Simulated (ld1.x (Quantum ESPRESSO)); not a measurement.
## What one change does to a pseudopotential (Ti, ultrasoft)

* Element: Ti (Z = 22)
* Generator: ld1.x (Quantum ESPRESSO) 7.5
* Type: ultrasoft
* Functional: PBEsol
* Relativity: non-relativistic
* Frozen core: [Ar]
* Valence charge: 4
* Reference configuration: 3d2 4s1 4p0 (charge +1)
* Partial waves: 4s (bound): rcut 2.05, rcutus 2.75 bohr; 4s channel at 0.6 Ry: rcut 2.05, rcutus 2.75 bohr; 4p (bound, empty): rcut 2.60, rcutus 3.10 bohr; 4p channel at 1.75 Ry: rcut 2.60, rcutus 3.10 bohr; 3d (bound): rcut 1.85, rcutus 2.50 bohr; 3d channel at -0.5 Ry: rcut 1.85, rcutus 2.50 bohr
* Local potential: all-electron potential smoothed inside 2.40 bohr (lloc = -2)
* Core correction: none
* Augmentation charge: PSQ, inside the norm-conserving radii

Change: all radii scaled by about 1.10 (s 3.04, p 3.42, d 2.76 bohr, rcut 2.26/2.86/2.04); local potential all-electron potential smoothed inside 2.64 bohr (lloc = -2).

Cutoffs: the cutoffs (Ry, on a coarse ladder) from which the occupation-weighted sum of valence levels, in a spherical-Bessel basis at the reference potential, stays within 10 and 1 mRy of its value at 400 Ry; they do not see the model core or the augmentation charge, which bear on the density cutoff. Errors are all-electron minus pseudo energies relative to the spin-unpolarised reference configuration.

Question: How do hardness, ghosts and transferability respond?

Answer: The potential gets softer (15 Ry and 18 Ry → 10 Ry and 15 Ry); the number of tests that count goes from 7 to 4; of the 4 tests that both files solve, the error grows in 1 and shrinks in 1 by more than 15 % and 0.3 meV (median size 53.1 → 48.1 meV); neither file shows a bound ghost at the reference potential, the only one tested. A larger radius leaves more room for a smooth pseudo-wave, so fewer plane waves are needed.

```csv
quantity,base,changed
"cutoff, loose",15 Ry,10 Ry
"cutoff, tight",18 Ry,15 Ry
loose cutoff by channel (10 mRy a level),"s 6 Ry, d 12 Ry","s 6 Ry, d 10 Ry"
bound ghosts,none,none
"tests counted (converged, no solver errors)",7 of 7,4 of 7
"error for 3d2 4s2 4p0, meV [ΔE -7.30 eV]",+1.5,-2.4
"error for 3d2 4s0 4p0, meV [ΔE 13.37 eV]",+105,+94
"error for 3d2 4s1.5 4p0, meV [ΔE -4.38 eV]",+1.3,+0.1
"error for 3d1 4s2 4p0, meV [ΔE 2.67 eV]",+108,+110
lowest overlap eigenvalue by channel,"s 0.47, p 0.71, d 1.00","s 0.48, p 0.77, d 0.43"
```

Changed file: Tests not counted: 3d1 4s0 4p0 (solver errors, printed error -2.1 eV); 3d3 4s1 4p0 (solver errors, printed error -78.8 eV); 3d3 4s0 4p0 (solver errors, printed error -58.9 eV).
